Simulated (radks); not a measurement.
The fluorine anion F-, [Ne], held by a Watson sphere: a shell of charge +1 at radius R that stands for the Madelung well of a crystal (potential energy -1/R inside, -1/r outside, in hartree with lengths in bohr). Method: scalar-relativistic Kohn-Sham, PBEsol, spin-polarised, spherical densities, point nucleus; computed with a radial shooting solver on a logarithmic mesh with Libxc functionals. Response by self-consistent Sternheimer equations with the Hartree and adiabatic LDA kernel, the relativistic mass of each level held fixed and spin-orbit coupling left out. The sphere does not respond.

\begin{tabular}{lrrrrrrr}
R (bohr) & e(1s) (eV) & e(2s) (eV) & e(2p) (eV) & <r> 2p (bohr) & sum of <r^2> (bohr^2) & X-ray form factor at sin(theta)/lambda = 0.2 1/angstrom & alpha (bohr^3) \\ \hline
1.62 & -657.03 & -28.716 & -10.225 & 1.185 & 14.05 & 7.066 & 6.283 \\
2.09 & -656.41 & -27.053 & -8.779 & 1.227 & 15.14 & 6.960 & 8.231 \\
2.12 & -656.36 & -26.959 & -8.693 & 1.229 & 15.20 & 6.955 & 8.364 \\
3.21 & -654.45 & -24.341 & -6.180 & 1.284 & 16.88 & 6.861 & 13.54 \\
3.96 & -653.38 & -23.155 & -4.995 & 1.303 & 17.59 & 6.843 & 17.17 \\
\end{tabular}
